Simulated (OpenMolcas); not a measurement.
**How methods differ on SiF4 (silicon tetrafluoride)**

SiF4 has 5 atoms, charge 0, and is taken as a singlet. As SMILES, `F[Si](F)(F)F`. Geometry: relaxed at PBE0-D4/def2-TZVP.

Each level gives the vertical ionisation energy (to the doublet cation) (eV). The values are calculated.

```
           level           kind     program  value (eV)  CPU time (all runs)
    HF/6-311+G**   Hartree–Fock  OpenMolcas       16.47              1.9 min
 SVWN5/6-311+G**            LDA  OpenMolcas       14.89              2.5 min
  BLYP/6-311+G**            GGA  OpenMolcas           ?              4.9 min
   PBE/6-311+G**            GGA  OpenMolcas           ?              2.8 min
revPBE/6-311+G**            GGA  OpenMolcas       14.47              2.7 min
  TPSS/6-311+G**       meta-GGA  OpenMolcas       14.64              3.7 min
r2SCAN/6-311+G**       meta-GGA  OpenMolcas       15.01              3.8 min
 B3LYP/6-311+G**  global hybrid  OpenMolcas       15.55              2.8 min
```

Problem. Estimate what the levels marked ? give.

Solution. As computed at these levels: BLYP/6-311+G**: 14.50 eV; PBE/6-311+G**: 14.57 eV. The values span 14.47 to 16.47 eV. CPU times are rough (shared hosts, several kinds of processor): they show what a rung costs within a factor of a few.
